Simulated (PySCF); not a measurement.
Ge(H)(vinyl)(NH2)2 (C₂H₈GeN₂), SMILES C=[CH][GeH]([NH2])[NH2]. Atoms are numbered in the order given.

```xyz
13

Ge     0.1430     0.0213    -0.3393
N      1.4539    -1.2647    -0.2482
N      0.9708     1.6710    -0.4802
C     -1.0249    -0.2249     1.2067
C     -2.3413    -0.4320     1.0840
H     -0.7079    -0.1116    -1.6195
H      1.6175    -1.6570     0.6757
H      2.3423    -1.0025    -0.6701
H      1.4495     1.9856     0.3627
H      0.3627     2.4227    -0.8026
H     -0.5902    -0.1739     2.2144
H     -2.8250    -0.4914     0.1015
H     -3.0010    -0.5553     1.9511
```

Geometry optimised at B3LYP-D3(BJ)/def2-SVP. One conformer was computed; it need not be the lowest.

These are PBE/def2-TZVP run with PySCF values and carry that method's errors.

The molecule is in vacuum.

| Item | Value |
|---|---|
| total energy | -2267.04890 hartree |
| highest occupied level | -5.61 eV |
| lowest empty level | -1.37 eV |
| orbital gap | 4.25 eV |
| dipole moment | 1.92 D |
| quadrupole, principal values (traceless, Buckingham form, about the centre of nuclear charge) | -3.74, -2.13, 5.87 D·Å |
| mean static polarisability | 72.2 bohr³ (10.70 Å³) |
| polarisability, principal values | 61.7, 65.4, 89.5 bohr³ |
